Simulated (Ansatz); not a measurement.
The same adduct formation along the group B, Al, Ga, In.

Calculated with Ansatz (gas phase, PBE0-D4/def2-TZVP geometries, no zero-point term in ΔE). CCSD(T)/CBS is the MP2 limit (def2-TZVPP, def2-QZVPP) plus CCSD(T) − MP2 in def2-TZVPP, frozen cores. This one scheme is used for every species. DFT in def2-TZVPP. Elements past krypton have def2 core potentials. For Ga, In outer-core shells are correlated without core-valence functions, which leaves a few kJ/mol of doubt a bond. Scalar relativity is left out up to krypton. Each species was taken in one conformer, which may not be the lowest.

```
                                                     reaction  PBE0-D4 (kJ/mol)  HF/CBS(def2) (kJ/mol)  MP2/CBS(def2) (kJ/mol)  ωB97M-V (kJ/mol)
       boron trifluoride + silanol → `F[B-](F)(F)[OH+][SiH3]`               -39                     -9                     -35               -42
`[F][Al]([F])[F]` + silanol → `[F][Al-]([F])([F])[OH+][SiH3]`              -135                   -124                    -132              -138
`[F][Ga]([F])[F]` + silanol → `[F][Ga-]([F])([F])[OH+][SiH3]`              -113                   -103                    -117              -117
`[F][In]([F])[F]` + silanol → `[F][In-]([F])([F])[OH+][SiH3]`               -99                    -90                    -112              -106
```

(1) Give the CCSD(T)/CBS values in the same order. (Best estimate.)

Largest T1 diagnostic: 0.018, for `[F][In]([F])[F]`.

Answers

(1) Computed: -37, -136, -120, -112 kJ/mol.
